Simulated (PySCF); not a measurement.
All values below come from PBE-D3(BJ)/def2-TZVP // B3LYP-D3(BJ)/def2-SVP (PySCF). Gas-phase values, no solvent. Delta-SCF ions had no search for a lower state. 

Reference species (SMILES): `[SiH3]c1c(c2sccc2cc1)C` (neutral, multiplicity 1).

vertical ionisation energy (Delta-SCF): 7.72 eV
HOMO: -5.42 eV
LUMO: -1.95 eV

Changed species: `c1(C)cc2c(c([SiH3])ccc2)s1`.

Predict the effect on the vertical ionisation energy (Delta-SCF), HOMO and LUMO.

the vertical ionisation energy (Delta-SCF) increases by 0.03 eV, to 7.75 eV; the HOMO drops by 0.03 eV, to -5.45 eV; the LUMO rises by 0.15 eV, to -1.80 eV.
